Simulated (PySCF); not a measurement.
C₆ coefficients of unlike pairs at PBE0

Calculated with PySCF 2.14 from the dipole response of each species, C₆(A,B) = (3/π) ∫ α_A(iu) α_B(iu) du, in atomic units, from isotropic polarisabilities. For ions this is the dispersion term alone; charge-induced terms of lower order in 1/R come first.

| species | configuration | basis | relativity | α (bohr³) | C₆ (like pair) |
| --- | --- | --- | --- | --- | --- |
| Sb³⁺ | [Kr] 4d10 5s2 (1S) | aug-cc-pVTZ-DK3 (8s7p5d2f) | spin-free X2C | 10.74 | 46.95 |
| Pd | [Kr] 4d10 (1S) | def2-QZVPPD with the def2 core potential (28 electrons) (7s5p4d4f2g) | core potential | 24.48 | 174.2 |
| C⁺ | [He] 2s2 2p1 (2P) | aug-cc-pCVQZ-DK (9s8p6d4f2g) | spin-free X2C | 6.070 | 14.54 |
| Cl | [Ne] 3s2 3p5 (2P) | aug-cc-pV(T+d)Z (6s5p4d2f) | none | 14.69 | 93.53 |

Q: Estimate C₆ for Cl with Sb³⁺.

A: The integral gives 66.14. The combination rule 2 C_A C_B / (C_A α_B/α_A + C_B α_A/α_B) gives 66.24 and the geometric mean 66.27.

No spin-orbit coupling is included.

The other pairs:

| pair | C₆ |
| --- | --- |
| C⁺, Sb³⁺ | 26.09 |
| Cl, C⁺ | 36.84 |
| C⁺, Pd | 50.03 |
| Cl, Pd | 126.5 |
| Pd, Sb³⁺ | 90.00 |
